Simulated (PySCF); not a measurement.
## Calculated data, AlFH2OSi, F2H4Si2, ClF2HSi

All values are calculated (PySCF 2.14.0). Calculation on a computer-drawn molecule: the log of a Hartree-Fock and frozen-core CCSD(T) single point meant for a local Hartree-Fock minimum, with one planted fault or none, to be diagnosed. Offsets are logged minus clean, where the clean run is the same molecule without the fault. The reference is restricted for singlets and unrestricted otherwise, and also for a bond in bohr or an excited solution. Adding or removing an electron swaps singlet and doublet. The excited solution moves the top pair (singlet) or top alpha electron (doublet) to the lowest empty orbital. Highest occupied and lowest empty are orbital energies over both spins, largest force is the largest gradient component, triples share is (T) over the correlation energy, the T1 limit is 0.02 restricted and 0.045 unrestricted, electrons count all cores, a negative frequency is imaginary (commonest isotopes), and the dipole is about the centre of nuclear charge.

Common to all runs: meant charge 0; meant multiplicity 1; meant basis cc-pV(D+d)Z; logged SCF converged yes; possible faults no fault, one electron removed, one electron added, multiplicity raised by two, geometry at a saddle point, SCF held on an excited solution, minimal basis STO-3G, one bond length entered in bohr, all coordinates scaled.

```yaml
- entry: 1
  formula: AlFH2OSi
  logged_structure:
    atoms_angstrom:
      - [F, -1.3431, -0.8333, 0.069]
      - [Si, -2.3298, 0.354, -0.399]
      - [O, -1.72, 1.772, 0.0826]
      - [Al, -0.9304, 3.1747, 0.6653]
      - [H, -3.6307, 0.0956, 0.234]
      - [H, -2.4097, 0.2831, -1.8647]
  given:
    logged_electrons: 46
    logged_basis_functions: 84
    logged_spin_squared: 2.0014
    "logged_highest_occupied [eV]": -6.3855
    "logged_lowest_empty [eV]": -0.50613
    "logged_largest_force [hartree/bohr]": 0.00625
    logged_T1_diagnostic: 0.014838
    logged_D1_diagnostic: 0.040316
    logged_triples_share: 0.019576
    logged_CC_converged: "yes"
    "logged_dipole_magnitude [debye]": 2.4557
    logged_SCF_stable_within_its_kind: "yes"
    "logged_energy_HF [hartree]": -706.40989
    "logged_energy_CCSD(T) [hartree]": -706.92692
    drawn_bonds_atom: [1, 2, 3, 2, 2]
    drawn_bonds_other_atom: [2, 3, 4, 5, 6]
    drawn_bonds_order: [1, 1, 1, 1, 1]
  results:
    planted_fault: "multiplicity raised by two"
    "HF_energy_offset_from_clean_run [kcal/mol]": 54.24
    "CCSD(T)_energy_offset_from_clean_run [kcal/mol]": 74.88
- entry: 2
  formula: F2H4Si2
  logged_structure:
    atoms_angstrom:
      - [F, -0.5434, -2.7187, 0.8967]
      - [Si, -0.313, -1.1131, 0.9693]
      - [Si, -1.7456, -0.2809, 2.6494]
      - [F, -1.5051, 1.3228, 2.7309]
      - [H, 1.1077, -0.8762, 1.2871]
      - [H, -0.6322, -0.5523, -0.3572]
      - [H, -1.4336, -0.8504, 3.9738]
      - [H, -3.167, -0.5067, 2.3264]
  given:
    logged_electrons: 49
    logged_basis_functions: 94
    logged_spin_squared: 0.761
    "logged_highest_occupied [eV]": -19.013
    "logged_lowest_empty [eV]": -9.4239
    "logged_largest_force [hartree/bohr]": 0.075028
    logged_T1_diagnostic: 0.021273
    logged_D1_diagnostic: 0.11551
    logged_triples_share: 0.020977
    logged_CC_converged: "yes"
    "logged_dipole_magnitude [debye]": 0.026059
    logged_SCF_stable_within_its_kind: "yes"
    "logged_energy_HF [hartree]": -778.80869
    "logged_energy_CCSD(T) [hartree]": -779.41923
    drawn_bonds_atom: [1, 2, 3, 2, 2, 3, 3]
    drawn_bonds_other_atom: [2, 3, 4, 5, 6, 7, 8]
    drawn_bonds_order: [1, 1, 1, 1, 1, 1, 1]
  results:
    planted_fault: "one electron removed"
    "HF_energy_offset_from_clean_run [kcal/mol]": 240.8
    "CCSD(T)_energy_offset_from_clean_run [kcal/mol]": 245.6
- entry: 3
  formula: ClF2HSi
  logged_structure:
    atoms_angstrom:
      - [F, -2.7684, 0.1377, 0.95]
      - [Si, -2.2899, -0.8533, -0.197]
      - [F, -2.3274, -0.0432, -1.564]
      - [Cl, -3.5895, -2.4003, -0.3136]
      - [H, -0.9369, -1.3031, 0.0728]
  given:
    logged_electrons: 50
    logged_basis_functions: 79
    logged_spin_squared: 0.0
    "logged_highest_occupied [eV]": -1.8267
    "logged_lowest_empty [eV]": -8.195
    "logged_largest_force [hartree/bohr]": 0.068741
    logged_CC_converged: "no"
    "logged_dipole_magnitude [debye]": 4.7359
    logged_SCF_stable_within_its_kind: "no"
    "logged_energy_HF [hartree]": -947.1769
    drawn_bonds_atom: [1, 2, 2, 2]
    drawn_bonds_other_atom: [2, 3, 4, 5]
    drawn_bonds_order: [1, 1, 1, 1]
  results:
    planted_fault: "SCF held on an excited solution"
    "HF_energy_offset_from_clean_run [kcal/mol]": 571.7
  notes: ["CCSD not converged"]
```
